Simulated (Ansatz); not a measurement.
Isolated molecules relaxed with PBE0-D4/def2-TZVP in Ansatz; ΔE leaves out vibrations. CBS: MP2 limit from def2 TZ/QZ plus the TZ coupled-cluster correction, frozen cores. This one scheme is used for every species. Functionals use def2-TZVPP. Each species was taken in one conformer, which may not be the lowest.

Consider the cleavage of the Al–Si bond: `[CH3][AlH][SiH2][AlH2]` + H₂S → `[CH3][AlH][SH]` + `[AlH2][SiH3]`.

Question: Is it downhill or uphill in electronic energy at CCSD(T)/CBS, and by how much? (Estimate.)

Answer: Computed: Downhill: ΔE = -24.5 kcal/mol.

Question: What do these levels give: PBE-D4, r2SCAN-D4, PBE0-D4, ωB97X-V, PBE, r2SCAN, HF/def2-TZVPP, SCS-MP2/def2-TZVPP, CCSD(T)/def2-TZVPP, MP2/def2-QZVPP, HF/CBS(def2), CCSD/CBS(def2)? (Best estimate.)

Answer: Ansatz gave: PBE-D4 -21.2, r2SCAN-D4 -24.0, PBE0-D4 -22.4, ωB97X-V -24.8, PBE -21.6, r2SCAN -24.1, HF/def2-TZVPP -28.5, SCS-MP2/def2-TZVPP -26.3, CCSD(T)/def2-TZVPP -24.1, MP2/def2-QZVPP -26.3, HF/CBS(def2) -28.4, CCSD/CBS(def2) -25.0 kcal/mol.

Largest T1 diagnostic among the species: 0.013.

From PBE to PBE0 (25 % exact exchange), in def2-TZVPP and without D4, ΔE moves by −1.2 kcal/mol. In def2-TZVPP, CCSD(T) changes the Hartree–Fock value by +4.4 kcal/mol (the triples alone add +0.5 kcal/mol) and MP2 by +2.4 kcal/mol.
